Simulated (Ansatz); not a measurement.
Isolated molecules relaxed with PBE0-D4/def2-TZVP in Ansatz; ΔE leaves out vibrations. CBS: MP2 limit from def2 TZ/QZ plus the TZ coupled-cluster correction, frozen cores. This one scheme is used for every species. Functionals use def2-TZVPP. B3LYP here is the variant with VWN-RPA as its local correlation; programs differ in this. For Ge outer-core shells are correlated without core-valence functions, which leaves a few kJ/mol of doubt a bond. Scalar relativity is left out up to krypton.

Reaction (ligand exchange at a Ge–Cl bond): `[SiH3][GeH2][Cl]` + H–F → `[F][GeH2][SiH3]` + HCl

**Question.** Is it downhill or uphill in electronic energy at CCSD(T)/CBS, and by how much? (Best estimate.)

**Answer.** Ansatz gave: Uphill: ΔE = +25.6 kJ/mol.

**Question.** What do these levels give: LDA (SPW92), revPBE-D4, PBE0-D4, B3LYP-D4, CAM-B3LYP-D4, ωB97M-V, PBE, B3LYP, BHLYP, CAM-B3LYP, CCSD/def2-SVP, SCS-MP2/def2-QZVPP? (Best estimate.)

**Answer.** Computed: LDA (SPW92) 22.0, revPBE-D4 23.5, PBE0-D4 26.9, B3LYP-D4 18.6, CAM-B3LYP-D4 13.4, ωB97M-V 19.7, PBE 18.8, B3LYP 12.9, BHLYP 15.4, CAM-B3LYP 10.0, CCSD/def2-SVP 8.3, SCS-MP2/def2-QZVPP 21.8 kJ/mol.

**Question.** What do rigid-rotor, harmonic-oscillator terms from PBE0-D4/def2-TZVP frequencies (298.15 K, 1 bar) make of the CCSD(T)/CBS value? (Estimate.)

**Answer.** Computed: ΔZPE = -4.8 kJ/mol, ΔH = +20.1 kJ/mol, ΔS = 2 J/(mol·K), ΔG = +19.5 kJ/mol.

Largest T1 diagnostic among the species: 0.012.

Leaving LDA and LC-ωPBE aside and taking each functional with its dispersion term where it has one, the values, not all of them listed here, spread over 14.3 kJ/mol, from B97M-V to HSE06-D4. LDA lies +3.2 kJ/mol from PBE without D4. The D4 term adds +5.7 kJ/mol with B3LYP and +3.1 kJ/mol with PBE0; it sums over pairs of atoms, weighted by their polarisabilities, and B3LYP, whose exchange is more repulsive, gets the larger term. From PBE to PBE0 (25 % exact exchange), in def2-TZVPP and without D4, ΔE moves by +5.0 kJ/mol.
